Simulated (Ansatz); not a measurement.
Two isomers of C2H7GeN: A = `C=[N][GeH2][CH3]`, B = `[CH3][GeH2][CH]=N`.

Isolated molecules relaxed with PBE0-D4/def2-TZVP in Ansatz; ΔE leaves out vibrations. CCSD(T)/CBS is the MP2 limit (def2-TZVPP, def2-QZVPP) plus CCSD(T) − MP2 in def2-TZVPP, frozen cores. DFT in def2-TZVPP. B3LYP here is the variant with VWN-RPA as its local correlation; programs differ in this. For Ge outer-core shells are correlated without core-valence functions, which leaves a few kJ/mol of doubt a bond. Scalar relativity is left out up to krypton. Each species was taken in one conformer, which may not be the lowest.

**Question.** Which is lower in electronic energy at CCSD(T)/CBS, and by how much? (Best estimate.)

**Answer.** The calculation gave: A, by 20.8 kJ/mol.

**Question.** Give E(B) − E(A) in kJ/mol with B2PLYP, PBE-D4, ωB97M-V, r2SCAN-D4, B3LYP-D4, CCSD(T)/def2-TZVPP, CCSD/def2-TZVPP. (An estimate is asked.)

**Answer.** The calculation gave: B2PLYP 24.5, PBE-D4 16.2, ωB97M-V 20.7, r2SCAN-D4 19.9, B3LYP-D4 22.5, CCSD(T)/def2-TZVPP 21.2, CCSD/def2-TZVPP 22.2. None reverses the order clearly.

Largest T1 diagnostic: 0.012.

In def2-TZVPP, CCSD(T) changes the Hartree–Fock value by −11.5 kJ/mol (the triples alone add −0.9 kJ/mol) and MP2 by −7.7 kJ/mol.
